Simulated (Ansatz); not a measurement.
Mulliken charges of CH₆AlFSi, SMILES `F[CH]([AlH2])[SiH3]` from r2SCAN/def2-TZVPP in Ansatz (PBE0-D4/def2-TZVP geometry).

| atom | x (Å) | y (Å) | z (Å) | charge (e) |
| --- | --- | --- | --- | --- |
| F1 | -1.210 | 1.537 | -0.155 | -0.246 |
| C2 | -0.055 | 0.728 | -0.228 | -0.058 |
| Al3 | 0.796 | 0.558 | 1.550 | 0.502 |
| Si4 | -0.511 | -0.924 | -1.025 | 0.237 |
| H5 | 0.650 | 1.221 | -0.915 | 0.067 |
| H6 | 0.080 | 1.158 | 2.827 | -0.153 |
| H7 | 2.182 | -0.209 | 1.626 | -0.154 |
| H8 | -1.385 | -1.713 | -0.115 | -0.070 |
| H9 | -1.217 | -0.729 | -2.318 | -0.064 |
| H10 | 0.753 | -1.678 | -1.245 | -0.061 |

By hand: the dipole of these point charges (1 e Å = 4.8032 D).

Σ q r = (0.404, -0.153, 0.075) e Å, of length 0.438 e Å = 2.10 D.

How does the dipole of the full density compare? (An estimate is asked.)

The calculation gave: (0.254, -0.062, -0.045) e Å, 1.27 D; the point charges give 1.65 times that, at 21° from its direction.

Point charges leave out the atoms' own dipoles, such as those of lone pairs, and Mulliken's split depends on the basis, so the two needn't agree.
